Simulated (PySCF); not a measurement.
# Reading the logs of faulty runs: BC2H8Si

These are calculations, not measurements. They come from PySCF 2.14.0, an open-source quantum chemistry program, on an isolated molecule that a program drew, which may never have been made. The molecule is BC2H8Si (charge 0, doublet), drawn as the SMILES string `[CH2]CB[SiH3]`.

Each row is a Hartree-Fock (HF) and frozen-core CCSD(T) single point in the cc-pV(D+d)Z basis, meant for a local HF minimum. Run 1 is clean. Each other run has one planted mistake out of seven kinds, and not every kind appears here: one electron removed, one electron added, multiplicity raised by two, geometry at a saddle point, minimal basis STO-3G, one bond length entered in bohr, all coordinates scaled. The reference is restricted for singlets and unrestricted otherwise, and also for a bond in bohr. Adding or removing an electron swaps singlet and doublet. Electrons count all cores. HOMO and LUMO are orbital energies over both spins, the gradient is its largest component, and the lowest frequency (negative if imaginary) is given only where the gradient is small. Bond lengths are over the 11 bonds as drawn. T1 is the CCSD diagnostic: over 0.02 (restricted) or 0.045 (unrestricted) a single reference is doubtful.

Geometry of the clean run:
```xyz
12
BC2H8Si, angstrom
C     0.9177    2.3995   -0.6003
C     0.0415    2.0947    0.5799
B    -0.0634    0.5399    0.2930
Si    1.2461   -0.8341    1.0488
H     1.9966    2.3630   -0.5197
H     0.4901    2.5740   -1.5792
H     0.5421    2.3565    1.5124
H    -0.9106    2.6216    0.5060
H    -0.9165    0.1705   -0.4714
H     0.5441   -1.6551    2.0734
H     1.7536   -1.7601    0.0032
H     2.4203   -0.2007    1.7065
```

| run | electrons | basis functions | <S^2> | HOMO (eV) | LUMO (eV) | gradient (hartree/bohr) | lowest frequency (cm^-1) | mean bond (Å) | longest bond (Å) | T1 | HF (hartree) | CCSD(T) (hartree) | mistake |
|---|---|---|---|---|---|---|---|---|---|---|---|---|---|
| 1 | 39 | 105 | 0.770 | -9.43 | 1.46 | 1.5e-05 | 73 | 1.3764 | 2.043 | 0.0177 | -393.94773 | -394.48129 | no fault |
| 2 | 39 | 105 | 3.776 | -6.18 | -1.33 | 5.9e-02 | - | 1.3764 | 2.043 | 0.0174 | -393.79212 | -394.31307 | multiplicity raised by two |
| 3 | 40 | 105 | 0.000 | -0.79 | 8.35 | 4.0e-02 | - | 1.3764 | 2.043 | 0.0196 | -393.91801 | -394.51142 | one electron added |
| 4 | 38 | 105 | 0.000 | -15.88 | -6.43 | 5.9e-02 | - | 1.3764 | 2.043 | 0.0254 | -393.65708 | -394.17725 | one electron removed |
| 5 | 39 | 105 | 1.313 | -8.80 | 1.21 | 6.0e-02 | - | 1.5046 | 2.994 | 0.0490 | -393.85211 | -394.37677 | ? |

**Which mistake was planted in run 5, and what did it cost?**

The mean bond changes by a factor of 1.093 and the longest by 1.465, so the molecule wasn't scaled as a whole. A length L in bohr read as angstrom grows by (1/0.5292 - 1) L = 0.890 L. The 11 bonds together grew by 11 x 0.1282 = 1.410 Å, which gives L = 1.585 Å. That is bond C2-B3, 1.584 Å in the clean geometry. So the mistake is: one bond length entered in bohr. Subtracting run 1 and multiplying by 627.51 kcal/mol a hartree, the energy moved by 60.0 kcal/mol in HF and 65.6 kcal/mol in CCSD(T).

Cautions from the logs. Run 4: T1 is over the limit, so its CCSD(T) energy is less reliable; run 5: T1 is over the limit, so its CCSD(T) energy is less reliable.
